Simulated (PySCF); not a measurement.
B3LYP has the VWN-RPA correlation part, as in Gaussian. Excitations are Tamm–Dancoff values on a coarser integration grid. The basis has no diffuse functions, so Rydberg states are missing or too high.

Cartesian coordinates (Å):
SMILES: C[O][In]([O]C)[O]C
```xyz
16

C     -1.6293    -2.4955     0.3437
O     -1.6466    -1.0984     0.2765
In     0.0005     0.0004     0.0765
O     -0.1323     1.9835    -0.0216
C     -1.3506     2.6702     0.0127
O      1.7823    -0.8823     0.0009
C      2.9797    -0.1748    -0.1495
H     -1.0217    -2.8895     1.1813
H     -1.2577    -2.9739    -0.5834
H     -2.6642    -2.8496     0.4988
H     -1.9464     2.4671     0.9237
H     -1.9998     2.4532    -0.8579
H     -1.1398     3.7545    -0.0023
H      3.1557     0.5701     0.6506
H      3.8167    -0.8948    -0.1124
H      3.0535     0.3599    -1.1165
```
Charge 0, multiplicity 1.

Question: What HOMO–LUMO gap, LUMO and brightest of the four lowest singlets (TDA) does B3LYP-D3(BJ)/def2-TZVP // PBE0-D4/def2-SVP (PySCF) give?

Answer: 
```
Quantity                                        Value
-------------------------------------------  --------
HOMO–LUMO gap                                 5.09 eV
LUMO                                         -2.30 eV
brightest of the four lowest singlets (TDA)   4.59 eV
```
